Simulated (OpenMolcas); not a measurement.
# Al II: effect of the basis set

```
Program             : OpenMolcas
Method              : SS-CASPT2, IPEA 0.25 Eh, imaginary shift 0.1 Eh (closed shells correlated: 2s 2p)
Active space        : 2 electrons in 8 orbitals (3s 3p 4s 4p)
State averaging     : 2S+1 = 3 even, 3 roots; 2S+1 = 1 even, 7 roots; 2S+1 = 3 odd, 3 roots; 2S+1 = 1 odd, 3 roots
Spin-orbit coupling : RASSI with atomic mean-field integrals over the reference wave functions, term energies averaged over their components
```

A. ANO-RCC-VTZP [5s4p2d1f], DKH2, point nucleus; CASPT2 step of the order of 2.8 core-seconds
B. ANO-R2 [5s5p3d1f], X2C, finite nucleus; CASPT2 step roughly 4 core-seconds
C. ANO-RCC-VQZP [6s5p3d2f1g], DKH2, point nucleus; CASPT2 step about 4 core-seconds
D. ANO-RCC [9s9p5d3f2g], DKH2, point nucleus; CASPT2 step roughly 13 core-seconds

Energies in cm⁻¹ above 3s² ¹S₀, the measured ground level; measured values from NIST Handbook of Basic Atomic Spectroscopic Data.

| Level | A | B | C | D | Measured |
| --- | --- | --- | --- | --- | --- |
| 3s² ¹S₀ | 0.0 | 0.0 | 0.0 | 0.0 | 0.0 |
| 3s 3p ³P°₀ | 37020 | 37080 | 37130 | 37240 | 37393 |
| 3s 3p ³P°₁ | 37080 | 37130 | 37180 | 37290 | 37454 |
| 3s 3p ³P°₂ | 37180 | 37230 | 37290 | 37390 | 37578 |
| 3s 3p ¹P°₁ | 61310 | 61230 | 60950 | 60810 | 59852 |

Deviations, from unrounded energies. A percentage is the sum of absolute deviations over the sum of measured energies, with the sign that they share, or ± where signs differ.

| Against measurement | Levels | A | B | C | D |
| --- | --- | --- | --- | --- | --- |
| mean absolute deviation (cm-1) | 4 | 650 | 590 | 480 | 370 |
| other configurations (%) | 4 | ±1.5 | ±1.4 | ±1.1 | ±0.9 |

D lies closest to measurement on these levels and A furthest from it. The largest miss of D in the table is 3s 3p ¹P°₁, by +960 cm-1. The ranking rests on the paired levels alone, and a cruder setting can come out closer through cancelling errors.

Among A to D the level of the table that moves most is 3s 3p ¹P°₁, by 500 cm-1 (lowest in D, highest in A). Moves below CASPT2's spread within the term are not significant.

Over all roots computed the reference weight is 0.89 to 0.99 in A, 0.90 to 0.99 in B, 0.89 to 0.99 in C, 0.88 to 0.98 in D; the roots of lowest weight are the least certain, and an intruder state may touch them. The run also gave levels led by 3s 4s, which use shells meant for correlation; these and all levels above them are left out. Measured partners are found by configuration, term and J. A level has none where our copy of the source lacks it or the pairing is in doubt (some pairs that miss far off the trend of their configuration count as doubtful), and it then counts in no deviation. Levels of configurations outside the active space are missing. Levels that lie high or do not pair safely by name in every column are left out.

° marks odd parity.
